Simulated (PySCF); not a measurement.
From results back to the method.

Compound: C7H14.
SMILES: `CC(C)(C)C1CC1`

The closed-shell ground state was solved 7 times with PySCF (density fitting, gas phase), always with PBE0, in these basis sets: 6-311+G(2d,p), 6-31G*, STO-3G, aug-cc-pVDZ, def2-SVP, def2-TZVP and pcSseg-1. Isolated species at its PBE0-D3(BJ)/def2-SVP geometry, gas phase.

```
row  total energy (Eh)  HOMO (eV)  LUMO (eV)  dipole (D)
  P          -274.8063      -7.64       2.56        0.07
  Q          -274.7749      -7.90       1.43        0.10
  R          -274.8387      -7.85      -0.04        0.07
  S          -274.8844      -7.88       0.33        0.08
  T          -271.5684      -6.51       7.94        0.16
  U          -274.6182      -7.86       1.71        0.09
  V          -274.9047      -7.86       1.15        0.08
```

Q: Which basis belongs to which row?

A: P = 6-31G*, Q = pcSseg-1, R = aug-cc-pVDZ, S = 6-311+G(2d,p), T = STO-3G, U = def2-SVP, V = def2-TZVP. From the lowest total energy up: def2-TZVP (301 functions) 0 eV; 6-311+G(2d,p) (273 functions) +0.55 eV; aug-cc-pVDZ (287 functions) +1.80 eV; 6-31G* (126 functions) +2.68 eV; pcSseg-1 (189 functions) +3.53 eV; def2-SVP (168 functions) +7.80 eV; STO-3G (49 functions) +90.78 eV.

Conformer computed: `[CH3:1][C:2]([CH3:3])([CH3:4])[CH:5]1[CH2:6][CH2:7]1`: C1–C2–C5–C6 84°.
